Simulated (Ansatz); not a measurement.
Si₇⁻ (the lowest doublet isomer of a short search). The state is a doublet with charge -1. Geometry PBE-D4/def2-SVPD, basis def2-TZVPD, Ansatz.

```tsv
atom	x (Å)	y (Å)	z (Å)
Si1	0.4347	0.6829	0.8118
Si2	2.4143	-0.1052	1.6769
Si3	-1.1669	0.8809	-1.0557
Si4	-0.2246	-1.3620	-0.6785
Si5	0.8195	-1.8023	1.3230
Si6	-0.6836	2.6322	0.3492
Si7	-1.5935	-0.9265	-2.4267
```

```tsv
run	HOMO (eV)	LUMO (eV)
A	-0.62	-0.13
B	-0.71	-0.11
C	-1.35	0.44
D	-0.83	-0.04
```

The structure comes from a short search, and lower isomers may exist.

HOMO and LUMO are taken over both spins.

**Question.** The runs used B97M-V, PBE, PBE0, r2SCAN. Estimate which is which.

**Answer.** A PBE (0 % exact exchange); B B97M-V (0 % exact exchange); C PBE0 (25 % exact exchange); D r2SCAN (0 % exact exchange). Exact exchange lowers occupied and raises empty levels; among semilocal functionals meta-GGAs tend to open the gap a little, and such runs are hard to tell apart. The gap grows from 0.48 eV (PBE) to 1.79 eV (PBE0).
